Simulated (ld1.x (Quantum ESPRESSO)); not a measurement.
How hard is this Si TM potential?

| Property | Result |
| --- | --- |
| Element | Si |
| Generator | ld1.x (Quantum ESPRESSO) 7.5 |
| Type | norm-conserving Troullier–Martins (Kleinman–Bylander form) |
| Functional | PBE |
| Relativity | non-relativistic |
| Frozen core | [He] |
| Valence charge | 12 |
| Reference configuration | 2s2 2p6 3s2 3p0 (charge +2) |
| Partial waves | 2s (bound): rc 0.90 bohr; 3d channel at 0.35 Ry: rc 0.80 bohr; 2p (bound): rc 0.70 bohr |
| Local potential | the p channel |
| Core correction | none |

Occupied shells without a wave of their own: 3s. They enter only through the test configuration that unscreens the potential.

The pseudo-atom Hamiltonian at the reference potential is diagonalised in spherical Bessel functions j_l(qr) that vanish at 20 bohr, with q² up to the cutoff. All-electron valence levels (Ry): 2s -11.7704, 3s -2.0930, 2p -8.5950, 3p -1.5079.

Problem. How do the lowest levels (Ry) of each channel move with the cutoff, and are there ghosts?

Solution.

```json
{"cutoff (Ry)": "8", "s #1": "-8.2510", "s #2": "-1.5579", "d #1": "-0.7420", "p #1": "-2.4078", "p #2": "-0.7316", "f #1": "-0.2885", "f #2": "-0.1648", "Σ f·Δε (mRy)": "45240.0"}
{"cutoff (Ry)": "15", "s #1": "-10.1564", "s #2": "-1.8360", "d #1": "-0.7647", "p #1": "-3.1388", "p #2": "-0.8790", "f #1": "-0.2888", "f #2": "-0.1650", "Σ f·Δε (mRy)": "36486.7"}
{"cutoff (Ry)": "25", "s #1": "-11.3149", "s #2": "-2.0120", "d #1": "-0.7760", "p #1": "-3.8790", "p #2": "-0.9996", "f #1": "-0.2888", "f #2": "-0.1650", "Σ f·Δε (mRy)": "29376.6"}
{"cutoff (Ry)": "35", "s #1": "-11.6674", "s #2": "-2.0761", "d #1": "-0.7813", "p #1": "-4.5160", "p #2": "-1.0899", "f #1": "-0.2888", "f #2": "-0.1651", "Σ f·Δε (mRy)": "24721.1"}
{"cutoff (Ry)": "50", "s #1": "-11.7604", "s #2": "-2.0977", "d #1": "-0.7849", "p #1": "-5.2687", "p #2": "-1.1856", "f #1": "-0.2888", "f #2": "-0.1651", "Σ f·Δε (mRy)": "19975.7"}
{"cutoff (Ry)": "70", "s #1": "-11.7636", "s #2": "-2.0994", "d #1": "-0.7865", "p #1": "-6.1422", "p #2": "-1.2828", "f #1": "-0.2888", "f #2": "-0.1651", "Σ f·Δε (mRy)": "14724.8"}
{"cutoff (Ry)": "100", "s #1": "-11.7674", "s #2": "-2.0994", "d #1": "-0.7873", "p #1": "-7.2526", "p #2": "-1.3879", "f #1": "-0.2888", "f #2": "-0.1651", "Σ f·Δε (mRy)": "8055.1"}
{"cutoff (Ry)": "140", "s #1": "-11.7702", "s #2": "-2.0995", "d #1": "-0.7877", "p #1": "-8.0391", "p #2": "-1.4532", "f #1": "-0.2888", "f #2": "-0.1651", "Σ f·Δε (mRy)": "3330.4"}
{"cutoff (Ry)": "180", "s #1": "-11.7704", "s #2": "-2.0999", "d #1": "-0.7877", "p #1": "-8.4120", "p #2": "-1.4826", "f #1": "-0.2888", "f #2": "-0.1651", "Σ f·Δε (mRy)": "1091.7"}
{"cutoff (Ry)": "260", "s #1": "-11.7705", "s #2": "-2.1007", "d #1": "-0.7877", "p #1": "-8.5869", "p #2": "-1.4971", "f #1": "-0.2888", "f #2": "-0.1651", "Σ f·Δε (mRy)": "40.9"}
{"cutoff (Ry)": "400", "s #1": "-11.7705", "s #2": "-2.1008", "d #1": "-0.7877", "p #1": "-8.5937", "p #2": "-1.4980", "f #1": "-0.2888", "f #2": "-0.1651", "Σ f·Δε (mRy)": "0.0"}
```

Result: no extra level below or beside the all-electron valence levels (s, d, p, f tested); 10 mRy is reached at 300 Ry and 1 mRy at over 300 Ry.

Its largest configuration-test error is -563 meV.
